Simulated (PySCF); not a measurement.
Polarisability and C₆ of N+ (nitrogen, charge +1)

[He] 2s2 2p2, high-spin 3P determinant. Computed with PySCF 2.14 in dyall-acv3z (15s9p4d2f, 76 functions), with the non-relativistic Hamiltonian (point nucleus). Coupled (time-dependent) response in atomic units; α is the mean over directions.

```json
{"method": "UHF", "mean α (bohr³)": "3.927", "α xx, yy, zz": "3.997, 3.893, 3.893", "C₆ (like pair)": "8.212", "S(−4)": "13.50"}
{"method": "PBE", "mean α (bohr³)": "3.913", "α xx, yy, zz": "3.923, 3.908, 3.908", "C₆ (like pair)": "8.469", "S(−4)": "10.44"}
{"method": "PBE0", "mean α (bohr³)": "3.865", "α xx, yy, zz": "3.893, 3.850, 3.850", "C₆ (like pair)": "8.288", "S(−4)": "10.51"}
{"method": "TPSS", "mean α (bohr³)": "3.931", "α xx, yy, zz": "3.943, 3.925, 3.925", "C₆ (like pair)": "8.576", "S(−4)": "10.65"}
{"method": "BP86", "mean α (bohr³)": "3.902", "α xx, yy, zz": "3.912, 3.897, 3.897", "C₆ (like pair)": "8.450", "S(−4)": "10.30"}
```

S(−4) is the Cauchy moment in α(ω) = α(0) + S(−4) ω² + …

α(iu) at BP86:

| u (hartree) | α(iu) (bohr³) |
| --- | --- |
| 0 | 3.902 |
| 0.0500 | 3.877 |
| 0.100 | 3.803 |
| 0.200 | 3.548 |
| 0.300 | 3.216 |
| 0.500 | 2.548 |
| 0.750 | 1.895 |
| 1.00 | 1.440 |
| 1.50 | 0.8972 |
| 2.00 | 0.6063 |
| 3.00 | 0.3271 |
| 5.00 | 0.1394 |

A single London oscillator, α(iu) = α/(1 + u²/ω²), gives C₆ = (3/4) ω α². Matching the computed C₆ needs ω = 4 × 8.450 / (3 × 3.902²) = 0.740 hartree.

For an ion, C₆ is the dispersion term alone; charge-induced terms of lower order in 1/R come first.

The components differ because the open shell of this determinant is not spherical; for a pure term their mean is the scalar polarisability.
